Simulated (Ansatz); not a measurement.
Molecule: TeCl, net charge 0, doublet state. 
Coordinates optimised at B3LYP-D3(BJ)/def2-TZVP (Ansatz, an electronic-structure program):
SMILES: Cl[Te]
```xyz
2

Te     0.0000     0.0000    -0.5765
Cl     0.0000     0.0000     1.7634
```
Charge 0, spin multiplicity 2.

Question: Give the harmonic wavenumbers at B3LYP-D3(BJ)/def2-TZVP (Ansatz, finite differences of forces, unscaled).

Answer: 374 cm⁻¹. Zero-point energy 0.5 kcal/mol.

Question: From these and the geometry, give the ideal-gas thermochemistry at 298.15 K and 1 atm (rigid rotor, harmonic oscillator).

Answer: Point group C∞v, rotational symmetry number 1. Rotational constants 3.327, 3.327 GHz. S(trans) 41.18, S(rot) 16.96, S(vib) 1.06, S(elec, spin only) 1.38, S 60.6 cal/(mol K). H(298) - H(0) 2.28 kcal/mol; G - E(el) -15.2 kcal/mol.
